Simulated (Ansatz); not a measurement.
```xyz
21

C     0.514    2.364    0.794
C    -0.394    2.171   -0.410
C    -0.361    0.763   -0.989
C    -0.930   -0.301   -0.066
C    -0.875   -1.707   -0.642
S     0.780   -2.365   -0.941
C     1.378   -2.522    0.746
H     0.207    1.746    1.642
H     1.547    2.100    0.550
H     0.508    3.403    1.132
H    -1.424    2.431   -0.139
H    -0.101    2.878   -1.193
H     0.670    0.497   -1.248
H    -0.924    0.747   -1.930
H    -1.979   -0.067    0.156
H    -0.412   -0.286    0.898
H    -1.361   -1.735   -1.622
H    -1.411   -2.411    0.002
H     0.709   -3.147    1.342
H     1.504   -1.552    1.229
H     2.352   -3.009    0.690
```

The species carries charge 0 and has multiplicity 1.

Task: List the PBE0/def2-TZVPP orbital energies in eV (the Gaussian-basis code of Ansatz). (An estimate is asked.)

Result: Computed: Occupied: -2421.96, -278.81, -278.67, -278.10, -277.95, -277.84, -277.74, -217.26, -161.12, -161.03, -160.87, -23.02, -22.02, -20.75, -19.22, -17.88, -16.42, -15.62, -13.31, -12.74, -12.53, -12.22, -11.78, -11.58, -10.82, -10.70, -10.29, -9.72, -9.23, -9.17, -8.91, -8.42, -6.19. Lowest empty: 0.93, 1.31, 1.65, 1.89, 2.17, 2.23, 2.63, 2.93.
